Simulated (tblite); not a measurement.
Start geometry of `[O-]C(c1ccc(O)s1)=O` from a force field or distance geometry (Å):
```
atom  x, y, z in Å
O1     2.718    1.819    0.167
C2     2.382    0.601    0.208
O3     3.181   -0.397    0.354
C4     0.844    0.259    0.094
C5     0.345   -1.037    0.148
C6    -1.078   -1.062    0.013
C7    -1.600    0.205   -0.115
O8    -2.870    0.555   -0.243
S9    -0.389    1.405   -0.080
H10    0.981   -1.905    0.257
H11   -1.678   -1.960    0.018
H12   -2.836    1.518   -0.304
```

Question: What comes out of this run: tblite, GFN2-xTB geometry optimisation, gas phase?

Answer: 
```
atom  x, y, z in Å
O1     2.3576    1.8711    0.1302
C2     2.3617    0.6289    0.2111
O3     3.2909   -0.1707    0.3450
C4     0.9398    0.0671    0.1223
C5     0.3268   -1.1421    0.1457
C6    -1.0849   -1.0671    0.0169
C7    -1.5103    0.2172   -0.1029
O8    -2.8089    0.6289   -0.2446
S9    -0.1964    1.3617   -0.0607
H10    0.8676   -2.0664    0.2517
H11   -1.7445   -1.9188    0.0141
H12   -2.7982    1.5893   -0.3107
```

The energy falls by 0.349 eV over 38 L-BFGS steps, the largest force on an atom goes from 3.13 to 0.007 eV/Å, and the atoms move by 0.175 Å rms after alignment. The bond that changes most is C2–O3 (carboxylate carbon to carboxylate oxygen), which shortens by 0.053 Å. Bonds longer at the end by more than 0.005 Å: 3 of 12; shorter: 7. Among the angles that change most is C2–C4–C5, from 123.2° to 138.2°. Rotational constants go from 3652, 930.6, 741.6 to 3644, 989.4, 778.1 MHz. The orientation of the end geometry is arbitrary; only internal coordinates are fixed.

Hardware: Arm Neoverse N1, one thread, shared host. Cost: 0.37 s of wall time.

Its GFN2-xTB frequencies are all real (lowest 60 cm⁻¹).

One conformer stands for the species.

These are computed values.
